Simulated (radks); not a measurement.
Task: Pr III, 57 electrons, occupied as [Xe] 4f3 (the NIST ground configuration). Method: scalar-relativistic Kohn-Sham, BLYP, spin-unpolarised, spherical densities, finite nucleus; Fermi nuclear charge, rms radius 4.8919 fm; computed with a radial shooting solver on a logarithmic mesh with Libxc functionals. Some entries of the table are withheld. Estimate them.

orbital  occ.  eigenvalue (Ry)  <1/r> (bohr^-1)
1s          2        -3074.473            64.68
2s          2        -495.3938            14.93
2p          6        -443.4184            14.11
3s          2        -107.5739            5.430
3p          6        -91.11045            5.137
3d         10        -67.98145              (1)
4s          2        -22.10345            2.267
4p          6              (2)            2.089
4d         10         -9.03424            1.820
5s          2         -3.79267           0.8786
5p          6         -2.49547           0.7433
4f          3         -1.00731            1.194

Result: 
(1) 3d <1/r> (bohr^-1): 4.875
(2) 4p eigenvalue (Ry): -16.72520
